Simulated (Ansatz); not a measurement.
MoN₄H₆⁺, that is Mo(NH)2(NH2)2 with one electron fewer. Total charge 1; doublet. Geometry r2SCAN-D4/def2-SVP, that of the neutral singlet; atoms count from 1.

```xyz
11

Mo    0.011    0.171   -0.102
N     1.089    0.366   -1.460
H     1.535    0.854   -2.236
N    -0.969    1.554    0.314
H    -1.324    2.506    0.233
N     1.118   -0.231    1.453
H     0.887    0.042    2.405
H     2.051   -0.632    1.403
N    -1.213   -1.281   -0.552
H    -1.011   -2.009   -1.231
H    -2.175   -1.340   -0.227
```

In the def2 sets Mo takes a core potential; there is no spin–orbit coupling.

Question: Estimate the Mulliken populations from the PBE0/def2-TZVP orbitals of Ansatz.

Answer: 
```json
{"atom": "Mo1", "charge (e)": "1.61", "spin (α − β)": "-0.45", "d electrons": "3.81"}
{"atom": "N2", "charge (e)": "-0.60", "spin (α − β)": "0.25", "d electrons": "–"}
{"atom": "H3", "charge (e)": "0.29", "spin (α − β)": "-0.01", "d electrons": "–"}
{"atom": "N4", "charge (e)": "-0.60", "spin (α − β)": "0.25", "d electrons": "–"}
{"atom": "H5", "charge (e)": "0.29", "spin (α − β)": "-0.01", "d electrons": "–"}
{"atom": "N6", "charge (e)": "-0.62", "spin (α − β)": "0.51", "d electrons": "–"}
{"atom": "H7", "charge (e)": "0.31", "spin (α − β)": "-0.02", "d electrons": "–"}
{"atom": "H8", "charge (e)": "0.31", "spin (α − β)": "-0.02", "d electrons": "–"}
{"atom": "N9", "charge (e)": "-0.62", "spin (α − β)": "0.51", "d electrons": "–"}
{"atom": "H10", "charge (e)": "0.31", "spin (α − β)": "-0.02", "d electrons": "–"}
{"atom": "H11", "charge (e)": "0.31", "spin (α − β)": "-0.02", "d electrons": "–"}
```
Mulliken values depend strongly on the basis.

Question: Where does the spin sit?

Answer: Summed by element: Mo -0.45, N 1.53, H -0.08, of 1 unpaired in all. Largest on single atoms: N6 0.51, N9 0.51, Mo1 -0.45.

Question: And the Mayer bond orders between heavy atoms (over 0.3)?

Answer: Mo1–N2 1.89 (1.74 Å); Mo1–N4 1.89 (1.74 Å); Mo1–N6 0.90 (1.95 Å); Mo1–N9 0.90 (1.95 Å).
